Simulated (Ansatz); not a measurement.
The cluster K₂Sn₂Cl₆. Charge 0, multiplicity 1. Geometry r2SCAN-D4/def2-SVP; atoms count from 1.

```xyz
10

K    -1.7175    2.2741   -1.0328
K     0.3305   -3.4714    0.2316
Sn    1.5830    0.3250   -1.7794
Sn    0.0559    0.0296    1.9579
Cl   -0.9976   -2.2250    2.5517
Cl    1.2681    2.1934   -0.0972
Cl    0.0112    1.5772   -3.3955
Cl    2.3212   -1.3225    0.5719
Cl   -0.6871   -0.7030   -0.7754
Cl   -2.1677    1.3225    1.7672
```

In the def2 sets Sn takes a core potential; there is no spin–orbit coupling. Another isomer (singlet) lies 0.70 eV lower at PBE0-D4/def2-TZVP; other spin states weren't run for this one.

Q: Estimate the Mulliken populations from the PBE0/def2-TZVP orbitals of Ansatz.

A: 
| atom | charge (e) |
| --- | --- |
| K1 | 0.74 |
| K2 | 0.76 |
| Sn3 | 0.68 |
| Sn4 | 0.74 |
| Cl5 | -0.49 |
| Cl6 | -0.43 |
| Cl7 | -0.50 |
| Cl8 | -0.54 |
| Cl9 | -0.46 |
| Cl10 | -0.50 |
Mulliken values depend strongly on the basis.

Q: And the Mayer bond orders between heavy atoms (over 0.3)?

A: Sn3–Cl6 0.69 (2.53 Å); Sn3–Cl7 0.67 (2.58 Å); Sn3–Cl9 0.47 (2.69 Å); Sn4–Cl5 0.68 (2.56 Å); Sn4–Cl10 0.67 (2.58 Å).
